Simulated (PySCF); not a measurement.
Norbornadiene, SMILES C1C2CC(C=1)C=C2, GFN2-xTB optimised geometry.

```
15

C      1.22    -0.52     1.34
C      0.83     0.74     1.34
C      0.16     1.01     0.00
C     -1.10     0.15     0.00
C     -0.71    -1.12     0.00
C      0.82    -1.12     0.00
C      1.05     0.12    -0.89
H      1.70    -1.08     2.12
H      0.91     1.48     2.12
H      0.03     2.05    -0.28
H     -2.09     0.55     0.03
H     -1.30    -2.01     0.03
H      1.30    -2.05    -0.28
H      0.67     0.00    -1.90
H      2.09     0.44    -0.91
```

Density from B3LYP/def2-TZVP (PySCF) at that geometry.

Minimum of the electron density along straight lines between bonded atoms, close to the bond critical point (lines longer than 1.1 times the sum of covalent radii, or with two minima, are not listed):

```
bond    length / Å  ρ at the minimum / e bohr⁻³  ∇²ρ there / e bohr⁻⁵  position (fraction from the first atom)
------  ----------  ---------------------------  --------------------  ---------------------------------------
C1–C2        1.324                        0.360                 -1.10                                     0.50
C2–C3        1.522                        0.249                 -0.61                                     0.50
C3–C4        1.522                        0.249                 -0.61                                     0.50
C4–C5        1.324                        0.360                 -1.10                                     0.50
C1–C6        1.522                        0.249                 -0.61                                     0.50
C5–C6        1.522                        0.249                 -0.61                                     0.50
C3–C7        1.540                        0.242                 -0.58                                     0.50
C6–C7        1.540                        0.242                 -0.58                                     0.50
C1–H8        1.073                        0.290                 -1.05                                     0.64
C2–H9        1.073                        0.290                 -1.05                                     0.64
C3–H10       1.086                        0.286                 -1.01                                     0.64
C4–H11       1.073                        0.290                 -1.05                                     0.64
C5–H12       1.073                        0.290                 -1.05                                     0.64
C6–H13       1.086                        0.286                 -1.01                                     0.64
C7–H14       1.090                        0.284                 -1.00                                     0.64
C7–H15       1.090                        0.284                 -1.00                                     0.64
```
